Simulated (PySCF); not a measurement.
(Br2In-mu-OH)2.
Bonds: In1–Br2, In1–Br3, In1–O4, In1–O8, O4–In5, In5–Br6, In5–Br7, In5–O8. Hydrogens: H9 on O4; H10 on O8.

Computed with PBE0-D3(BJ)/def2-SVP geometry optimisation, gas phase, def2 core potentials past Kr in PySCF.

(1) List the bond lengths, angles and torsions at this level.

## Answers

(1) 
```
                    bond  length (pm)
In1–Br2 and 3 like bonds        245.7
 In1–O4 and 3 like bonds        213.4
           O4–H9, O8–H10         96.5
```

Bonds in one row agree within 1 pm and their mean is given. A selection of angles:
```
      angle  degrees
Br2–In1–Br3    126.8
 Br2–In1–O4    109.3
 Br2–In1–O8    115.3
 Br3–In1–O4    111.5
 Br3–In1–O8    105.3
  O4–In1–O8     78.2
 In1–O4–In5    101.7
  In1–O4–H9    118.5
  In5–O4–H9    117.4
 In5–O8–H10    120.8
 H10–O8–In1    119.7
```

Dihedral angles: Br2–In1–O4–In5 -114° (anticlinal); Br2–In1–O8–In5 107° (anticlinal); In1–O4–In5–Br6 -106° (anticlinal); O4–In5–O8–In1 -1° (synperiplanar).

All 4 Br–In bonds measure 2.456 to 2.458 Å. O4 (oxygen bonded to 2 In and H) is pyramidal (angles 118.5°, 117.4° and 101.7°, sum 337.5°, 0.40 Å off the plane of its three neighbours). In1 (indium bonded to 2 Br and 2 O) has angles from 78.2° to 126.8°.

Point group: near C2h, missed by 0.13 Å at most; the miss may be what the optimiser left on a soft mode. No frequency check. One conformer, not necessarily the lowest.
